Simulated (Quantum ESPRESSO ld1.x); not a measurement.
Q: The mercury ion Hg47+, configuration [Ar] 3d10 4s2 4p3 (the NIST ground configuration). All-electron calculation, Dirac Kohn-Sham, PBE, spin-unpolarised, spherical densities, point nucleus; open shells are shared between the two j in proportion to 2j + 1. Program: ld1.x of Quantum ESPRESSO 7.5. Some entries of the table are withheld. Estimate them.

| orbital | occ. | eigenvalue (eV) | <1/r> (bohr^-1) | <r> (bohr) |
|---|---|---|---|---|
| 1s1/2 | 2 | -85484.9 | 97.68 | 0.01658 |
| 2s1/2 | 2 | -17118.6 | 24.08 | 0.06914 |
| 2p1/2 | 2 | -16527.5 | 24.01 | 0.05684 |
| 2p3/2 | 4 | -14573.9 | 19.44 | 0.06547 |
| 3s1/2 | 2 | -5795.72 | 8.984 | 0.1773 |
| 3p1/2 | 2 | (1) | 8.890 | 0.1675 |
| 3p3/2 | 4 | (2) | 7.702 | 0.1823 |
| 3d3/2 | 4 | -4670.80 | 7.585 | 0.1581 |
| 3d5/2 | 6 | -4573.28 | 7.317 | 0.1626 |
| 4s1/2 | 2 | -2774.45 | 4.338 | 0.3545 |
| 4p1/2 | 1 | -2662.04 | 4.266 | 0.3499 |
| 4p3/2 | 2 | -2512.68 | 3.860 | 0.3712 |
| 4d3/2 | 0 | -2337.53 | (3) | 0.3572 |
| 4d5/2 | 0 | -2305.11 | (4) | 0.3632 |
| 5s1/2 | 0 | -1625.21 | (5) | 0.5969 |

A: 
(1) 3p1/2 eigenvalue (eV): -5536.55
(2) 3p3/2 eigenvalue (eV): -5087.39
(3) 4d3/2 <1/r> (bohr^-1): 3.749
(4) 4d5/2 <1/r> (bohr^-1): 3.658
(5) 5s1/2 <1/r> (bohr^-1): 2.544
